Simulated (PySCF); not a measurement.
## Stretching BiB

Set-up: Bi def2-SVP with ECP60, B def2-SVP; scalar-relativistic core potentials (PySCF 2.14). Energies in eV from Bi + B in their ground configurations at the same level. State: ³Π (triplet), unpaired electrons σ ↑, π ↑.

```
R (Å)    MN15
1.845  -1.181
1.931  -1.748
2.016  -2.057
2.081  -2.163
2.145  -2.190
2.209  -2.157
2.295  -2.047
2.402  -1.842
2.531  -1.548
2.703  -1.138
```

Q: Put a parabola through the three lowest points of the MN15 curve and estimate Re, k and ωe (reduced mass 10.46 u; 1 eV/Å² = 0.16022 mdyn/Å; ωe = 1302.8·√(k/μ) cm⁻¹).

A: Through R = 2.081, 2.145, 2.209 Å the second-order coefficient is 7.32 eV/Å², so Re ≈ 2.142 Å, k ≈ 2.35 mdyn/Å and ωe ≈ 617 cm⁻¹. A polynomial fit of higher order to the unrounded MN15 energies gives Re = 2.139 Å, k = 2.37 mdyn/Å, ωe = 621 cm⁻¹; anharmonicity and rounding make the difference.

The higher-order fit for each curve: MN15: Re = 2.139 Å, ωe = 621 cm⁻¹, De = 2.19 eV.

These are scalar-relativistic numbers at best; spin–orbit coupling would shift them, the dissociation energy most. The state is the lowest determinant that a PBE0 search found; another state may lie lower at other levels.
